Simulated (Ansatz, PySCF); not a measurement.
CH10FNSi3, SMILES N[C@H]([SiH3])[Si@@H](F)[SiH3].

Geometry: B3LYP-D3(BJ)/def2-SVP. The structure was generated by enumeration; whether it is a known compound was not checked. Other conformers were not sampled.

Vertical ionisation energy (IE) and electron affinity (EA) in eV. Rows of orbital energies are one-electron estimates. Where ΔSCF, EOM or ADC give a negative EA the extra electron is unbound and the value depends on the basis.

```csv
level,IE,EA
"−ε(HOMO), −ε(LUMO), B3LYP/def2-TZVP (PySCF)",6.85,0.53
"−ε(HOMO), −ε(LUMO), PBE/def2-TZVP (PySCF)",5.77,1.22
"ΔSCF, CAM-B3LYP/def2-SVPD (Ansatz), final states of multiplicity 2 and 2",…,…
"ΔSCF, PBE/def2-SVPD (Ansatz), final states of multiplicity 2 and 2",8.62,-0.78
```

**Question.** What belongs in the gaps? (Estimate from the structure and the level; the computed values follow.)

**Answer.** 
- ΔSCF, CAM-B3LYP/def2-SVPD (Ansatz, a first-principles code), final states of multiplicity 2 and 2, IE: 9.10
- ΔSCF, CAM-B3LYP/def2-SVPD (Ansatz), final states of multiplicity 2 and 2, EA: -1.25

**Question.** What vertical singlet–triplet gap does ΔSCF give with CAM-B3LYP/def2-SVPD (Ansatz) and with PBE/def2-SVPD (Ansatz)? (Estimate from the structure and the level; the computed values follow.)

**Answer.** 5.55 and 4.76 eV (triplet above singlet where positive).
